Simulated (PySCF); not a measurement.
PySCF 2.14 output of an unrestricted M06-2X calculation on a single atom or ion in ANO-RCC-VTZP (7s6p4d2f1g, 68 functions), with the spin-free X2C one-electron Hamiltonian (Gaussian nucleus):

```
SCF conv_tol = 1e-09
number electrons alpha = 24  beta = 18
    Y. Zhao and D. G. Truhlar.,  Theor. Chem. Acc. 120, 215 (2008)
    Y. Zhao and D. G. Truhlar.,  Theor. Chem. Acc. 120, 215 (2008)
cycle= 1 E= -4284.89490870463  delta_E= -0.0146  |g|= 0.0412  |ddm|= 0.28
cycle= 2 E= -4284.93696538234  delta_E= -0.0421  |g|= 0.0967  |ddm|= 0.562
cycle= 3 E= -4284.89854208527  delta_E= 0.0384  |g|= 0.0495  |ddm|= 0.489
cycle= 4 E= -4284.88826903218  delta_E= 0.0103  |g|= 0.0514  |ddm|= 0.318
cycle= 5 E= -4284.88813040786  delta_E= 0.000139  |g|= 0.048  |ddm|= 0.0531
cycle= 6 E= -4284.88903345285  delta_E= -0.000903  |g|= 0.0131  |ddm|= 0.0499
cycle= 7 E= -4284.88900685041  delta_E= 2.66e-05  |g|= 0.00293  |ddm|= 0.024
cycle= 8 E= -4284.88899259536  delta_E= 1.43e-05  |g|= 0.0012  |ddm|= 0.0192
cycle= 9 E= -4284.88899162815  delta_E= 9.67e-07  |g|= 0.0017  |ddm|= 0.00152
cycle= 10 E= -4284.88899242005  delta_E= -7.92e-07  |g|= 0.000704  |ddm|= 0.0034
cycle= 11 E= -4284.88899229136  delta_E= 1.29e-07  |g|= 0.000729  |ddm|= 0.000524
cycle= 12 E= -4284.88899220143  delta_E= 8.99e-08  |g|= 0.000849  |ddm|= 0.00132
cycle= 13 E= -4284.88899221506  delta_E= -1.36e-08  |g|= 0.000351  |ddm|= 8.66e-05
cycle= 14 E= -4284.88899221591  delta_E= -8.57e-10  |g|= 0.000283  |ddm|= 5.16e-06
cycle= 15 E= -4284.88899221364  delta_E= 2.27e-09  |g|= 0.000459  |ddm|= 0.00019
cycle= 16 E= -4284.88899221687  delta_E= -3.23e-09  |g|= 0.000152  |ddm|= 5.61e-05
cycle= 17 E= -4284.88899221714  delta_E= -2.7e-10  |g|= 8.76e-05  |ddm|= 2.42e-05
cycle= 18 E= -4284.88899221724  delta_E= -9.73e-11  |g|= 2.92e-05  |ddm|= 3.53e-06
converged SCF energy = -4284.88899221724  <S^2> = 12.000503  2S+1 = 7.0001438
```

The run itself started from symmetry-adapted Hartree-Fock orbitals and held the occupation by maximum overlap, on a logarithmic radial grid, so the iterations belong to that start.

Which element, charge and spin multiplicity is this?

Tc+ (technetium, charge +1), multiplicity 7; the state was [Kr] 4d4 5s1 5p1, one real determinant (an excited configuration).

⟨L²⟩ = 8.02 against 12 for a pure F term, so this real determinant mixes terms.
